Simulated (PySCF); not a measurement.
5-chloro-2-hydroxypyridine, C₅H₄ClNO.
SMILES with atom numbers: `[OH:1][c:2]1[cH:3][cH:4][c:5]([Cl:6])[cH:7][n:8]1` (hydrogens: H9 on O1; H10 on C3; H11 on C4; H12 on C7)

The same species was optimised twice, with GFN2-xTB and with PBE0-D3(BJ)/def2-SVP (PySCF), and the same property calculations (PySCF, gas phase) were run on both structures.

```json
{"coordinate": "C7–N8 (Å)", "GFN2-xTB": "1.322", "PBE0-D3(BJ)/def2-SVP": "1.330", "change": "+0.008"}
{"coordinate": "C5–C7 (Å)", "GFN2-xTB": "1.384", "PBE0-D3(BJ)/def2-SVP": "1.391", "change": "+0.007"}
{"coordinate": "C3–C4 (Å)", "GFN2-xTB": "1.378", "PBE0-D3(BJ)/def2-SVP": "1.384", "change": "+0.006"}
{"coordinate": "C4–C5 (Å)", "GFN2-xTB": "1.393", "PBE0-D3(BJ)/def2-SVP": "1.398", "change": "+0.005"}
{"coordinate": "C2–C3 (Å)", "GFN2-xTB": "1.398", "PBE0-D3(BJ)/def2-SVP": "1.404", "change": "+0.006"}
{"coordinate": "O1–C2 (Å)", "GFN2-xTB": "1.340", "PBE0-D3(BJ)/def2-SVP": "1.336", "change": "-0.004"}
{"coordinate": "C5–Cl6 (Å)", "GFN2-xTB": "1.727", "PBE0-D3(BJ)/def2-SVP": "1.729", "change": "+0.002"}
{"coordinate": "C2–N8 (Å)", "GFN2-xTB": "1.324", "PBE0-D3(BJ)/def2-SVP": "1.323", "change": "-0.001"}
{"coordinate": "O1–C2–C3 (°)", "GFN2-xTB": "119.9", "PBE0-D3(BJ)/def2-SVP": "119.1", "change": "-0.8"}
{"coordinate": "O1–C2–N8 (°)", "GFN2-xTB": "117.2", "PBE0-D3(BJ)/def2-SVP": "117.7", "change": "+0.5"}
{"coordinate": "C4–C5–Cl6 (°)", "GFN2-xTB": "120.3", "PBE0-D3(BJ)/def2-SVP": "120.9", "change": "+0.6"}
{"coordinate": "C4–C5–C7 (°)", "GFN2-xTB": "119.1", "PBE0-D3(BJ)/def2-SVP": "118.7", "change": "-0.4"}
{"coordinate": "C3–C2–N8 (°)", "GFN2-xTB": "123.0", "PBE0-D3(BJ)/def2-SVP": "123.2", "change": "+0.2"}
{"coordinate": "C3–C4–C5 (°)", "GFN2-xTB": "118.7", "PBE0-D3(BJ)/def2-SVP": "118.9", "change": "+0.2"}
{"coordinate": "C2–C3–C4 (°)", "GFN2-xTB": "118.0", "PBE0-D3(BJ)/def2-SVP": "117.9", "change": "-0.1"}
{"coordinate": "Cl6–C5–C7 (°)", "GFN2-xTB": "120.6", "PBE0-D3(BJ)/def2-SVP": "120.4", "change": "-0.2"}
```

Rotational constants: A = 5851, B = 1013, C = 863.2 MHz (GFN2-xTB) against A = 5815, B = 1007, C = 858.6 MHz (PBE0-D3(BJ)/def2-SVP). Point groups within 0.08 Å: Cs and Cs.

On the GFN2-xTB structure: HOMO (eV) -6.97 [PBE0/pcSseg-1]; LUMO (eV) -1.15 [PBE0/pcSseg-1]; dipole (D) 0.84 [PBE0/pcSseg-1]; GIAO shielding of O1 (ppm) 183.0 [PBE0/pcSseg-1]; GIAO shielding of C2 (ppm) 19.4 [PBE0/pcSseg-1]; GIAO shielding of C3 (ppm) 74.4 [PBE0/pcSseg-1]; GIAO shielding of C4 (ppm) 40.9 [PBE0/pcSseg-1]; GIAO shielding of C5 (ppm) 52.9 [PBE0/pcSseg-1]; GIAO shielding of Cl6 (ppm) 758.5 [PBE0/pcSseg-1]; GIAO shielding of C7 (ppm) 33.8 [PBE0/pcSseg-1]; GIAO shielding of N8 (ppm) -42.2 [PBE0/pcSseg-1].

**Question.** What do these properties become on the PBE0-D3(BJ)/def2-SVP structure?

**Answer.** 
| property | level | on GFN2-xTB | on PBE0-D3(BJ)/def2-SVP | change |
| --- | --- | --- | --- | --- |
| HOMO (eV) | PBE0/pcSseg-1 | -6.97 | -6.97 | 0.00 |
| LUMO (eV) | PBE0/pcSseg-1 | -1.15 | -1.19 | -0.04 |
| dipole (D) | PBE0/pcSseg-1 | 0.84 | 0.82 | -0.02 |
| energy, GFN2-xTB geometry as zero (kcal/mol) | PBE0/pcSseg-1 | 0.0 | -0.2 | -0.2 |
| GIAO shielding of O1 (ppm) | PBE0/pcSseg-1 | 183.0 | 182.2 | -0.8 |
| GIAO shielding of C2 (ppm) | PBE0/pcSseg-1 | 19.4 | 19.4 | 0.0 |
| GIAO shielding of C3 (ppm) | PBE0/pcSseg-1 | 74.4 | 72.2 | -2.2 |
| GIAO shielding of C4 (ppm) | PBE0/pcSseg-1 | 40.9 | 38.9 | -2.0 |
| GIAO shielding of C5 (ppm) | PBE0/pcSseg-1 | 52.9 | 50.5 | -2.4 |
| GIAO shielding of Cl6 (ppm) | PBE0/pcSseg-1 | 758.5 | 755.2 | -3.3 |
| GIAO shielding of C7 (ppm) | PBE0/pcSseg-1 | 33.8 | 31.7 | -2.1 |
| GIAO shielding of N8 (ppm) | PBE0/pcSseg-1 | -42.2 | -40.1 | +2.1 |

The heavy atoms differ by 0.007 Å rms after alignment. Among bonds between heavy atoms C5–C7 and C7–N8 change most and about equally (+0.007 to +0.008 Å). Changes are differences of the printed values. Neither structure is proved a minimum here.

The values belong to the conformer `[OH:1][c:2]1[cH:3][cH:4][c:5]([Cl:6])[cH:7][n:8]1`: H–O1–C2–C3 180°.
